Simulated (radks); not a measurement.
Q: All-electron atom: the ruthenium ion Ru4+ in [Ar] 3d10 4s1.75 4p6 4d4 5p0.25 (fractional occupations, a model configuration). Calculated with a radial shooting solver on a logarithmic mesh with Libxc functionals: Dirac Kohn-Sham, PBE, spin-unpolarised, spherical densities, finite nucleus; open shells fill j = l - 1/2 first; Fermi nuclear charge, rms radius 4.4809 fm. Some entries of the table are withheld. Estimate them.

orbital  occ.  eigenvalue (eV)  r(max) (bohr)
1s1/2       2        -21980.66        0.02171
2s1/2       2        -3207.347         0.1230
2p1/2       2              (1)        0.09548
2p3/2       4              (2)        0.09947
3s1/2       2        -610.1546         0.3617
3p1/2       2        -517.2552         0.3485
3p3/2       4        -495.0187         0.3580
3d3/2       4        -330.6652         0.2994
3d5/2       6        -326.3295         0.3021
4s1/2    1.75        -128.9729            (3)
4p1/2       2        -100.6773            (4)
4p3/2       4         -97.0589            (5)
4d3/2       4         -53.6662            (6)
4d5/2       0         -53.1961            (7)
5s1/2       0         -40.1019          2.181
5p1/2    0.25         -32.7365          2.441
5p3/2       0         -32.0988          2.491
5d3/2       0         -21.5639          3.248
5d5/2       0         -21.4755          3.265
4f5/2       0         -19.1681          2.425
4f7/2       0         -19.1613          2.427

A: 
(1) 2p1/2 eigenvalue (eV): -2967.846
(2) 2p3/2 eigenvalue (eV): -2836.927
(3) 4s1/2 r(max) (bohr): 0.9091
(4) 4p1/2 r(max) (bohr): 0.9561
(5) 4p3/2 r(max) (bohr): 0.9792
(6) 4d3/2 r(max) (bohr): 1.132
(7) 4d5/2 r(max) (bohr): 1.141
